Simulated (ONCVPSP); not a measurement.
What the settings do to the ONCV potential of Ni

Base potential:

ONCVPSP 4.0.1 input, shortened (lines: element, Z, core and valence counts, functional; n l f; lmax; l rc ep ncon nbas qcut; lloc lpopt rc5 dvloc0; l nproj debl; icmod fcfact rcfact), PBE, fully relativistic:

```
  Ni 28.00    3    4        4      upf
    1    0    2.00
    2    0    2.00
    2    1    6.00
    3    0    2.00
    3    1    6.00
    3    2    8.00
    4    0    1.00
    2
    0    1.20    0.00    3    8   11.60
    1    1.20    0.00    4    7   13.40
    2    1.10    0.00    3    8   15.10
    4    3    0.80    3.00
    0    2    2.30
    1    2    3.60
    2    1    2.70
    0    0.00    0.00
```

Open shells are filled in proportion to 2j + 1.

All-electron outer shells of the reference configuration (PBE, scalar-relativistic, ld1.x):

```json
{"shell": "2p", "level (eV)": "-853.66", "outermost node (bohr)": "–", "outermost maximum (bohr)": "0.16"}
{"shell": "3s", "level (eV)": "-120.17", "outermost node (bohr)": "0.30", "outermost maximum (bohr)": "0.64"}
{"shell": "3p", "level (eV)": "-80.51", "outermost node (bohr)": "0.27", "outermost maximum (bohr)": "0.65"}
{"shell": "3d", "level (eV)": "-17.92", "outermost node (bohr)": "–", "outermost maximum (bohr)": "0.63"}
{"shell": "4s", "level (eV)": "-13.18", "outermost node (bohr)": "0.92", "outermost maximum (bohr)": "2.13"}
```

Cutoffs, loose and tight: the cutoffs (Ha) at which the residual kinetic energy of the hardest occupied pseudo-wave falls to 1 and 0.1 mHa per electron. They do not see the model core or the augmentation charge, which bear on the density cutoff. Test errors are all-electron minus pseudo excitation energies from the reference, over the configurations 3s2 3p6 3d8 4s2; 3s2 3p6 3d8 4s0; 3s2 3p6 3d7 4s0; 3s2 3p6 3d8.5 4s1.5. A dash means not determined; rows that change the core or the reference have their own tests.

```csv
change,outcome,"cutoff, loose","cutoff, tight",bound ghosts,GHOST(+) flags above zero,largest test error (meV)
base,generated,82 Ha,94 Ha,none,none,-4.5
"all radii scaled by about 1.34 (s 1.60, p 1.60, d 1.48 bohr); local potential polynomial inside 1.08 bohr (lpopt 3, dvloc0 3 Ha)",generated,66 Ha,76 Ha,none,none,-16
s: qcut 7.3; p: qcut 8.4; d: qcut 9.5,generated,197 Ha,350 Ha,none,none,-33
s: qcut 10.4,generated,82 Ha,94 Ha,none,none,-4.6
"core correction Teter function, parameters optimised by the program",generated,82 Ha,94 Ha,none,none,-373
"local potential polynomial inside 0.80 bohr (lpopt 3, dvloc0 5.5 Ha)",generated,82 Ha,94 Ha,none,none,-5.0
p: qcut 12.9,generated,82 Ha,94 Ha,none,none,-4.5
scalar-relativistic,generated,82 Ha,94 Ha,none,none,-9.1
s: rc 1.46,generated,82 Ha,94 Ha,none,none,-5.0
d: rc 1.3,generated,73 Ha,83 Ha,none,none,-4.2
"local potential polynomial inside 0.70 bohr (lpopt 5, dvloc0 1 Ha)",generated,82 Ha,94 Ha,none,s,-3.1
d: nproj 3,generated,82 Ha,94 Ha,none,none,+4.7
```
